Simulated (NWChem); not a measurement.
System meant: SnH₂OCl₂; SMILES [OH][SnH]([Cl])[Cl]

NWChem input:

```
start job
memory heap 200 mb stack 900 mb global 1100 mb
geometry units angstroms noautoz
  Sn    -0.350020     0.069068     0.335296
  O     -1.993695     0.242127    -0.723174
  Cl     1.006250     1.928436    -0.075892
  Cl     0.844575    -1.787826    -0.433522
  H     -0.771479    -0.070113     1.970515
  H     -1.825391     0.324759    -1.670257
end
basis spherical
  * library def2-svp
end
ecp
  Sn library def2-ecp
end
dft
  odft
  mult 2
  xc b3lyp
  iterations 150
  mulliken
end
task dft energy
```

End of the output:

```
                                 NWChem DFT Module
                                 -----------------

 Summary of "ao basis" -> "ao basis" (spherical)
 ------------------------------------------------------------------------------
       Tag                 Description            Shells   Functions and Types
 ---------------- ------------------------------  ------  ---------------------
 Sn                         def2-svp                10       26   4s4p2d
 O                          def2-svp                 6       14   3s2p1d
 Cl                         def2-svp                 8       18   4s3p1d
 H                          def2-svp                 3        5   2s1p

 Summary of "ao basis" -> "ao basis" (spherical)
 ------------------------------------------------------------------------------
       Tag                 Description            Shells   Functions and Types
 ---------------- ------------------------------  ------  ---------------------
 Sn                         def2-svp                10       26   4s4p2d
 O                          def2-svp                 6       14   3s2p1d
 Cl                         def2-svp                 8       18   4s3p1d
 H                          def2-svp                 3        5   2s1p

      Symmetry analysis of basis
      --------------------------

        a'         54
        a"         32

  number of electrons :                   66
  multiplicity        :                    2
 ------------------------------------------------------------------------
  no. of electrons and multiplicity not compatible                  66
 ------------------------------------------------------------------------
 ------------------------------------------------------------------------
  current input line :
    24: task dft energy
 ------------------------------------------------------------------------
 ------------------------------------------------------------------------
 There is an error in the input file
 ------------------------------------------------------------------------
 For more information see the NWChem manual at https://nwchemgit.github.io

0: no. of electrons and multiplicity not compatible:Received an Error in Communication
```

### Question
Can this run be used? If not, why, and what is the fix?

### Answer
The program refused the input. Cause: the multiplicity doesn't fit the number of electrons (an even count wants an odd multiplicity, and the reverse). This input runs:
```
start job
memory heap 200 mb stack 900 mb global 1100 mb
geometry units angstroms noautoz
  Sn    -0.350020     0.069068     0.335296
  O     -1.993695     0.242127    -0.723174
  Cl     1.006250     1.928436    -0.075892
  Cl     0.844575    -1.787826    -0.433522
  H     -0.771479    -0.070113     1.970515
  H     -1.825391     0.324759    -1.670257
end
basis spherical
  Sn library def2-svp
  O library def2-svp
  Cl library def2-svp
  H library def2-svp
end
ecp
  Sn library def2-ecp
end
dft
  xc b3lyp
  iterations 150
  mulliken
end
task dft energy
```
It converges to -1210.96179 Ha (B3LYP/def2-SVP with def2 effective core potentials on Sn).
